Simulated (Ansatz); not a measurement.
Calculation: frozen-core CCSD(T)/cc-pVTZ // TPSSh-D3(BJ)/def2-TZVP run with Ansatz (an electronic-structure program).

Ansatz 0.2 input:
```yaml
crystal:
  periodic: [false, false, false]
  atoms:
    - { symbol: C, position_ang: [-1.450955, 0.173794, -0.06281] }
    - { symbol: S, position_ang: [-0.352466, -1.230925, 0.271389] }
    - { symbol: C, position_ang: [1.157507, -0.569048, 0.160643] }
    - { symbol: O, position_ang: [1.358356, 0.681113, -0.109864] }
    - { symbol: H, position_ang: [-2.456889, -0.237815, 0.005029] }
    - { symbol: H, position_ang: [-1.257083, 0.553719, -1.064518] }
    - { symbol: H, position_ang: [-1.296906, 0.941022, 0.694139] }
    - { symbol: H, position_ang: [2.003906, -1.234917, 0.32672] }
    - { symbol: H, position_ang: [2.30427, 0.919954, -0.140603] }
basis:
  gaussian: { orbitals: cc-pVTZ }
correlation:
  method: ccsd_t
total_charge: 1
```

Output:

```
Functional definition: HF
1116 factors; integrals over basis functions are off by at most 1.1e-3 eV
mean field evaluation 1: about -14984.6752 eV, gradient 4.7e1 eV
mean field evaluation 2: about -14984.9576 eV, gradient 4.7e1 eV
mean field evaluation 4: about -14989.2728 eV, gradient 4.3e0 eV
mean field evaluation 8: about -14989.3447 eV, gradient 3.9e-1 eV
mean field evaluation 16: about -14989.3461 eV, gradient 1.6e-6 eV
mean field -14989.34606088 eV, -550.8483075935 hartree, gradient 1.6e-6 eV, S^2 0.000000; 0 other end points of the search recorded, 0 dependent functions left out
8 core orbitals not correlated
reference -14989.34606088 eV, -550.8483075935 hartree; 12, 12 occupied and 174, 174 virtual orbitals, 1116 factors
second order -20.00237833 eV of doubles, -0.00000000 eV of singles
cycle   1  -20.25985685 eV  change   -2.6e-1 eV  update   1.1e-1
cycle   2  -20.79141116 eV  change   -5.3e-1 eV  update   3.4e-2
cycle   3  -20.93251608 eV  change   -1.4e-1 eV  update   2.1e-2
cycle   4  -20.91543588 eV  change    1.7e-2 eV  update   6.5e-3
cycle   5  -20.91395961 eV  change    1.5e-3 eV  update   2.9e-3
cycle   6  -20.91428535 eV  change   -3.3e-4 eV  update   9.3e-4
cycle   7  -20.91373048 eV  change    5.5e-4 eV  update   3.6e-4
cycle   8  -20.91372136 eV  change    9.1e-6 eV  update   1.8e-4
cycle   9  -20.91382052 eV  change   -9.9e-5 eV  update   6.3e-5
cycle  10  -20.91378747 eV  change    3.3e-5 eV  update   2.6e-5
cycle  11  -20.91380606 eV  change   -1.9e-5 eV  update   7.8e-6
perturbative correction -0.94569776 eV, -0.0347537518 hartree
Total energy: -15011.20556470 eV, -551.6516295423 hartree
```

Cost: around 2.2 core-minutes (rough).
